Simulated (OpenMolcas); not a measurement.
V II: effect of the active space

- Program: OpenMolcas
- Method: XMS-CASPT2, IPEA 0.25 Eh, imaginary shift 0.1 Eh
- Basis: ANO-RCC-VTZP
- Scalar Hamiltonian: DKH2, point nucleus
- Spin-orbit coupling: state interaction with AMFI integrals over the reference wave functions, term energies averaged over their components

A. 4 electrons in 5 orbitals (3d); 2S+1 = 5 even, 5 roots; 2S+1 = 3 even, 45 roots; 2S+1 = 1 even, 50 roots (44 in the spin-orbit step); closed shells correlated: 3s 3p; CASPT2 step roughly 19 core-seconds
B. 4 electrons in 6 orbitals (3d 4s); 2S+1 = 5 even, 15 roots; 2S+1 = 3 even, 80 roots kept (CI in the orbitals of an earlier block); 2S+1 = 1 even, 63 roots kept (CI in the orbitals of an earlier block); closed shells correlated: 3s 3p; CASPT2 step about 80 core-seconds

Energies in eV above 3d4 5D0, the measured ground level; measured values from NIST Handbook of Basic Atomic Spectroscopic Data.

```
  Level       A       B  Measured
3d4 5D0  0.0000  0.0000    0.0000
3d4 5D1  0.0049  0.0053    0.0045
3d4 5D2  0.0145  0.0158    0.0132
3d4 5D3  0.0285  0.0310    0.0259
3d4 5D4  0.0466  0.0508    0.0421
3d4 3H4   1.700   1.737          
3d4 3H5   1.711   1.749          
3d4 3H6   1.722   1.762          
3d4 3G3   2.072   2.098          
3d4 3G4   2.083   2.112          
3d4 3G5   2.096   2.125          
3d4 1I6   2.416   2.542          
3d4 1S0   2.549   2.617          
3d4 3D3   2.558   2.570          
3d4 3D2   2.561   2.572          
3d4 3D1   2.566   2.572          
3d4 1D2   2.892   3.146
```

Deviations, from unrounded energies. A percentage is the sum of absolute deviations over the sum of measured energies, with the sign that they share, or ± where signs differ.

| Against measurement | Levels | A | B |
| --- | --- | --- | --- |
| mean absolute deviation (cm-1) | 4 | 18 | 35 |
| fine structure of the ground term (%) | 4 | +10.2 | +20.2 |

A lies closest to measurement on these levels. The largest miss of A in the table is 3d4 5D4, by +36 cm-1. The ranking rests on the paired levels alone, and a cruder setting can come out closer through cancelling errors.

The spin-orbit steps hold different terms of 3d4 (B lacks 1F, a 1G, a 3F, a 3P), which shifts levels as well.

The two smallest mean deviations differ by little beside CASPT2's spread within terms, so their order carries little weight.

Between A and B the level of the table that moves most is 3d4 1D2, by 2000 cm-1 (lowest in A, highest in B). Moves below CASPT2's spread within the term are not significant.

CASPT2 does not keep the components of a term degenerate, so their means are used; among the terms shown or strongly mixed into the levels shown the widest spread is 2100 cm-1 (3d4 1I, A). Over all roots computed the reference weight is 0.84 to 0.91 in B; the roots of lowest weight are the least certain, and an intruder state may touch them. The CASPT2 spread within a term exceeds the gap to the next term for 3d4 1I and 3d4 1S, 3d4 1S and 3d4 3D, so the order of their levels is uncertain (figures for A; the like holds for B). Some high roots are left out of the spin-orbit mixing, which shifts the levels that they would mix with (holds for A). Terms from blocks run as CI alone lack orbitals of their own (holds for B). Configurations are named by rounded mean occupations; where the s occupation lies near a half they are strongly mixed, a name can repeat and a true partner stay unpaired (holds for B). Measured partners are found by configuration, term and J. A level has none where our copy of the source lacks it or the pairing is in doubt (some pairs that miss far off the trend of their configuration count as doubtful), and it then counts in no deviation. Only configurations of the active space appear. Levels that lie high or do not pair safely by name in every column are left out.
